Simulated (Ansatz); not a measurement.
System: sum formula H₄BSiO₃, net charge -1, singlet state. It need not be the lowest isomer of its formula. Whether it binds its extra electron was not tested at this geometry. 
Structure (B3LYP-D3(BJ)/def2-TZVP (Ansatz, an electronic-structure program) minimum search):
```
B
O 1 1.3379
O 1 1.3909 2 110.97
O 1 1.3995 2 127.47 3 -180.00
H 4 0.9616 1 107.12 2 0.00
Si 3 1.7282 1 91.54 2 0.00
H 6 1.5016 3 122.03 1 -79.57
H 6 1.5016 7 112.98 2 -89.51
H 6 1.5388 7 96.57 2 170.48
```
Charge -1, spin multiplicity 1.

Basis-set convergence of Hartree-Fock and CCSD(T) correlation energies (hartree) with Ansatz. Correlated levels leave the core frozen unless marked. Spin-orbit coupling is left out. No relativistic terms. This anion needs diffuse functions, which these sets lack.

```tsv
basis	functions	E(HF)	E(corr, CCSD(T))
cc-pV(D+d)Z	99	-540.75349	-0.80390
cc-pV(T+d)Z	215	-540.86281	-1.01501
cc-pV(Q+d)Z	404	[?]	[?]
```

Problem. Complete the blanks.

Solution. 
- cc-pV(Q+d)Z, E(HF): -540.88806
- cc-pV(Q+d)Z, E(corr, CCSD(T)): -1.08648
